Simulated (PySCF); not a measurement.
Species: C₇H₁₃NSi₂.
Numbering: `[CH3:1][C:2]#[C:3][CH2:4][CH2:5][CH2:6][SiH2:7][SiH2:8][C:9]#[N:10]` (hydrogens: H11, H12, H13 on C1; H14, H15 on C4; H16, H17 on C5; H18, H19 on C6; H20, H21 on Si7; H22, H23 on Si8)

Structure used (GFN2-xTB), in Å, numbered top down from 1:
```
atom  x, y, z in Å
C1     2.5690    2.3850   -0.3682
C2     2.2956    0.9890   -0.1091
C3     2.0794   -0.1697    0.1080
C4     1.6989   -1.5467    0.3675
C5     0.1702   -1.6673    0.4180
C6    -0.4586   -1.3646   -0.9400
Si7   -2.3398   -1.1068   -0.8403
Si8   -2.7765    0.7786    0.4377
C9    -1.5524    2.1130   -0.0240
N10   -0.7957    2.9134   -0.3424
H11    3.1305    2.8183    0.4593
H12    1.6240    2.9174   -0.4747
H13    3.1461    2.4936   -1.2865
H14    2.1304   -1.8677    1.3206
H15    2.0968   -2.1923   -0.4220
H16   -0.2023   -0.9629    1.1683
H17   -0.1074   -2.6749    0.7376
H18    0.0053   -0.4578   -1.3384
H19   -0.2122   -2.1702   -1.6350
H20   -2.9645   -2.2947   -0.2357
H21   -2.8757   -0.9905   -2.2035
H22   -4.0731    1.4295    0.2131
H23   -2.5928    0.6551    1.8901
```

Computed at PBE0/pcSseg-1 (PySCF, non-relativistic), with Q(14N) = 0.02044 b: N10, 14N (I = 1): χzz = -5.297 MHz, η = 0.009.

Task: Find the zero-field quadrupole resonance frequencies of 14N at N10.

Result: From ν± = (3/4)|χ|(1 ± η/3) and ν0 = |χ|η/2: ν+ 3.985 MHz, ν− 3.960 MHz, ν0 0.025 MHz (cyano nitrogen).

In a crystal, neighbours and librations shift these lines. Isolated species at its GFN2-xTB geometry (one conformer only). GFN2-xTB bond lengths can be off by several hundredths of an ångström, more for odd bonds, and the gradients follow them. The basis is small and wasn't made for field gradients, so the couplings can be 20 % off.
